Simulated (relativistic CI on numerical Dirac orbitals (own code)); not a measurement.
Calculated levels, Ce17+

These numbers are calculated, not measured: Dirac-Coulomb-Breit CI, separate exchange-only KLI orbitals for each configuration, QED by a radiative potential, unscaled Slater integrals (own radial code, finite nucleus).

Configuration list (outside the closed core [Ar] 3d10): 4s²4p⁶4d⁵, 4s²4p⁵4d⁶, 4s²4p⁶4d⁴4f, 4s²4p⁶4d⁴5p, 4s²4p⁶4d³4f5s, 4p⁶4d⁷, 4p⁵4d⁸, 4s²4p⁶4d³5s², 4s²4p⁶4d²4f5s², 4s²4p⁶4d²5s²5p. Double excitations out of closed p, d and f shells are left out; levels of such configurations are missing from the list, as are those of other unlisted configurations, and high levels can miss mixing partners.

The lowest level is 4s²4p⁶4d⁵ ⁶S5/2, with 82 % of that term; Hund's rules for 4s²4p⁶4d⁵ give ⁶S with J = 5/2, in agreement.

```tsv
No.	Configuration	Term	J	E (cm⁻¹)	%	Next component (%)	Lifetime (s)
1	4s²4p⁶4d⁵	⁶S	5/2	0	82	15 ⁴P	
2	4s²4p⁶4d⁵	⁴G	5/2	42809	29	22 ²F	2.09e-03
3	4s²4p⁶4d⁵	⁴G	7/2	58042	63	14 ²F	9.03e-03
4	4s²4p⁶4d⁵	⁴P	3/2	60715	44	44 ⁴D	1.05e-03
5	4s²4p⁶4d⁵	⁴G	11/2	60774	73	19 ²H	
6	4s²4p⁶4d⁵	⁴G	5/2	63490	41	27 ⁴D	1.44e-03
7	4s²4p⁶4d⁵	⁴G	9/2	64287	81	9 ⁴F	1.26e-01
8	4s²4p⁶4d⁵	⁴P	1/2	69788	64	29 ⁴D	2.92e-02
9	4s²4p⁶4d⁵	⁴D	7/2	79239	62	23 ⁴G	3.73e-03
10	4s²4p⁶4d⁵	²D	5/2	83656	32	31 ⁴D	1.17e-03
11	4s²4p⁶4d⁵	²I	11/2	89405	70	19 ⁴G	3.26e-03
12	4s²4p⁶4d⁵	⁴D	1/2	91542	70	26 ⁴P	1.97e-03
13	4s²4p⁶4d⁵	²F	7/2	93872	41	26 ⁴F	4.91e-03
14	4s²4p⁶4d⁵	⁴D	3/2	93957	44	34 ⁴P	1.41e-03
15	4s²4p⁶4d⁵	²G	9/2	98245	47	27 ⁴F	3.32e-03
16	4s²4p⁶4d⁵	²I	13/2	98510	100		1.81e-02
17	4s²4p⁶4d⁵	⁴F	3/2	98662	54	30 ²D	8.24e-04
18	4s²4p⁶4d⁵	²F	5/2	104320	30	25 ⁴F	6.94e-04
19	4s²4p⁶4d⁵	²H	9/2	115246	54	44 ⁴F	8.37e-04
20	4s²4p⁶4d⁵	⁴F	5/2	116583	35	28 ²F	6.48e-04
21	4s²4p⁶4d⁵	²G	7/2	120756	56	29 ²F	2.72e-03
22	4s²4p⁶4d⁵	²F	5/2	126934	50	20 ²D	6.64e-04
23	4s²4p⁶4d⁵	²D	3/2	127642	58	34 ⁴F	1.28e-03
24	4s²4p⁶4d⁵	²F	7/2	130254	63	25 ²G	7.33e-04
25	4s²4p⁶4d⁵	⁴F	7/2	137585	44	37 ²F	8.56e-04
26	4s²4p⁶4d⁵	²H	11/2	139132	69	23 ²I	5.64e-04
27	4s²4p⁶4d⁵	²S	1/2	139245	81	10 ²P	7.22e-04
28	4s²4p⁶4d⁵	²G	9/2	140638	50	29 ²H	1.36e-03
29	4s²4p⁶4d⁵	²D	3/2	154758	86	9 ⁴D	4.40e-04
30	4s²4p⁶4d⁵	²D	5/2	156620	56	31 ²F	4.10e-04
31	4s²4p⁶4d⁵	²D	5/2	169190	61	26 ²F	4.78e-04
32	4s²4p⁶4d⁵	²G	9/2	170951	97	1 ²H	9.23e-04
33	4s²4p⁶4d⁵	²G	7/2	177812	85	13 ²F	6.92e-04
34	4s²4p⁶4d⁵	²P	3/2	194495	82	18 ²D	9.44e-04
35	4s²4p⁶4d⁵	²P	1/2	207675	89	10 ²S	5.24e-04
36	4s²4p⁶4d⁵	²D	5/2	222404	95	2 ²F	2.93e-04
37	4s²4p⁶4d⁵	²D	3/2	229860	81	18 ²P	3.29e-04
38	4s²4p⁵4d⁶	⁶F°	11/2	792204	86	12 ⁴G°	4.65e-09
39	4s²4p⁵4d⁶	⁴D°	7/2	814713	26	23 ⁶D°	1.40e-10
40	4s²4p⁵4d⁶	⁶D°	9/2	815479	48	42 ⁶F°	3.23e-09
41	4s²4p⁵4d⁶	⁴P°	5/2	816307	48	21 ⁶D°	6.80e-10
42	4s²4p⁵4d⁶	⁴F°	9/2	823276	44	32 ⁶F°	6.05e-10
43	4s²4p⁵4d⁶	⁶P°	5/2	826210	47	16 4s²4p⁶4d⁴4f ⁶P°	5.68e-11
44	4s²4p⁵4d⁶	⁶P°	3/2	826761	56	18 4s²4p⁶4d⁴4f ⁶P°	4.89e-11
45	4s²4p⁵4d⁶	⁴F°	7/2	836250	25	18 ⁶P°	1.47e-10
```

Energies count from the lowest computed level; ° marks odd parity; lifetimes are radiative, by E1, M1, E2, M2, E3 decay to levels of this space only; some are left blank where a channel outside the calculation adds to the decay or the decay crosses a small, uncertain gap.

The mean weight of the leading LS term, summed over parents, in these 45 levels is 60 %, and that of the leading jj configuration (from the same eigenvectors) 62 %.

At this charge energies of transitions that change n are usually good to better than 1 %, and those within a shell (Δn = 0) to a few per cent. Terms inside the open d or f shell come out 10 to 20 % too wide with unscaled integrals.

LS names give the leading component of a level, which can be under half, so a name can repeat, a term be missing and a line seem to break the LS rules.
